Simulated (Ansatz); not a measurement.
This geometry of AlBrCl2FH (6 atoms, charge 0, multiplicity 1) is a first-order saddle point.

All numbers below come from RKS B3LYP-D4/def2-SVP (Ansatz).

```xyz
6
Properties=species:S:1:pos:R:3
Al 0.136 -0.327 0.052
Cl 0.103 0.195 2.259
Cl 1.812 0.389 -0.970
F -1.383 -0.150 -0.589
Br 0.420 -2.632 0.849
H 0.273 -1.406 2.015
```

(1) Which two structures does it join? (They come from a converged band through this point; their orientation in space is the band's.)

(2) How far does it lie above each of them?

Results:

(1) Bonds broken: Br5–H6. Bonds formed: Cl2–H6.

First end point:

```xyz
6
Properties=species:S:1:pos:R:3
Al 0.095 0.014 0.135
Cl 0.041 0.697 2.132
Cl 1.797 0.353 -1.037
F -1.359 -0.207 -0.635
Br 0.473 -2.604 0.829
H 0.314 -2.185 2.193
```

Last end point:

```xyz
6
Properties=species:S:1:pos:R:3
Al 0.166 -0.582 -0.169
Cl 0.128 0.122 2.301
Cl 1.777 0.539 -0.900
F -1.375 -0.088 -0.541
Br 0.455 -2.785 0.308
H 0.210 -1.138 2.617
```

(2) 22.4 kJ/mol above the first and 23.1 kJ/mol above the second. This is the barrier of this one path; another mechanism may lie lower. The orbitals stay closed-shell, which can raise the energy where a bond breaks towards radicals; this wasn't checked here.

The run took 2.6 min on 2 threads of Arm Neoverse V1, on a shared host, peak memory 0.27 GiB.
